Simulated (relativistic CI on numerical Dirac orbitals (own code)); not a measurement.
# Rh+: L-alpha,beta X-ray emission

Computed with this model: Dirac-Coulomb-Breit CI, separate exchange-only KLI orbitals for each configuration, model QED (radiative potential, 1s self-energy scaled to tabulated hydrogen-like ionisation energies), valence Slater integrals scaled by 0.7, multiplet model of X-ray emission after core ionisation; configurations [Kr] 4d8 → [He] 2s2 2p5 3s2 3p6 3d10 4s2 4p6 4d8 → [Ar] 3d9 4s2 4p6 4d8; 300 K; Lorentzian 1.4 eV and Gaussian 0.6 eV FWHM. Energies are those of the free ion, without screening or charge transfer. S is read from ⟨S²⟩ = S(S + 1).

Computed curve for free ion, scaled to 100 at the maximum (points under 2 are left out and the grid is thinned):

```csv
Energy (eV),Intensity
2689.2,2.2
2689.6,2.7
2690.0,3.6
2690.4,4.8
2690.8,6.3
2691.2,8.1
2691.8,10.1
2692.2,10.4
2692.6,10.1
2693.0,9.7
2693.4,9.7
2693.8,10.5
2694.2,12.5
2694.6,15.9
2695.0,20.0
2695.4,23.8
2695.8,28.1
2696.2,35.0
2696.8,56.6
2697.2,79.6
2697.6,98.4
2698.0,95.0
2698.4,71.5
2698.8,45.9
2699.2,28.4
2699.6,18.4
2700.0,12.6
2700.4,9.2
2700.8,7.0
2701.2,5.5
2701.8,4.0
2702.2,3.3
2702.6,2.8
2703.0,2.4
2703.4,2.1
2830.8,2.3
2831.2,2.8
2831.6,3.6
2832.0,4.7
2832.4,6.5
2832.8,9.2
2833.2,13.3
2833.8,23.8
2834.2,35.9
2834.6,50.7
2835.0,55.9
2835.4,46.6
2835.8,32.9
2836.2,21.6
2836.6,14.3
2837.0,10.3
2837.4,8.7
2837.8,8.7
2838.2,9.2
2838.8,8.0
2839.2,6.4
2839.6,5.0
2840.0,3.9
2840.4,3.0
2840.8,2.3
```

The ground state has S = 1.00, and the centroid lies at 2744.35 eV.
